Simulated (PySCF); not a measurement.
# A single-point calculation

Nd(OH)2 (singlet in the valence; each metal's 4f electrons, 4 of them, lie in its core potential, out of spins and levels). PySCF 2.14.0, RKS PBE0, Nd lcecp-0-SVP with ECP50, O def2-SVP, H def2-SVP; non-relativistic Hamiltonian with scalar-relativistic core potentials where named; density fitting; no spin-orbit coupling. Purpose: finer grid at the relaxed geometry.

```python
mol = gto.M(atom='''
Nd    -0.00000    -0.00000    -0.42989
O      1.96695    -0.03839     0.55125
H      2.68797    -0.05226     1.18359
O     -1.96695     0.03839     0.55125
H     -2.68797     0.05226     1.18359''',
    basis={'Nd': 'lcecp-0-SVP', 'O': 'def2-SVP', 'H': 'def2-SVP'},
    ecp={'Nd': 'lcecp-0-SVP'},
    charge=0, spin=0)
mf = dft.RKS(mol, xc='PBE0')
mf.grids.atom_grid = (75, 302)  # f atoms: unpruned, at least (60, 302)
mf = mf.density_fit()  # fitting sets: Nd AutoAux, O def2-universal-JKFIT, H def2-universal-JKFIT
mf.conv_tol = 1e-09; mf.max_cycle = 55
mf.kernel(dm0)  # dm0: converged density of the relaxed state
mf.nuc_grad_method().kernel()
```

Run from Python with OMP_NUM_THREADS=2; the lines above give its settings. Where DIIS fails, smearing, a level shift and second-order steps follow.
It took 9.8 s on 2 threads of Intel(R) Xeon(R) Platinum 8259CL CPU @ 2.50GHz (Skylake/Cascade Lake), on a shared host, with gradient, populations and further properties, from an already converged density.

The 4f levels lie in the core potential and are missing.

Problem. What are the Mulliken charges and spins?

Solution. 
| atom | charge (e) | spin (e) |
| --- | --- | --- |
| Nd1 | 0.873 | 0.000 |
| O2 | -0.594 | 0.000 |
| H3 | 0.157 | 0.000 |
| O4 | -0.594 | 0.000 |
| H5 | 0.157 | 0.000 |
The spin of the 4f electrons in the core isn't counted.

Problem. What forces act on the atoms (eV/Å)?

Solution. 
```
Nd   0.00  0.00 -0.01
O   -0.02  0.00  0.00
H    0.02  0.00  0.00
O    0.02  0.00  0.00
H   -0.02  0.00  0.00
```
Forces carry noise of the integration grid, about 0.01 to 0.03 eV/Å.

An lcecp potential fixes the number of 4f electrons, so in runs with it no electron can move into or out of that shell; real Nd(II) is rare or takes another configuration.
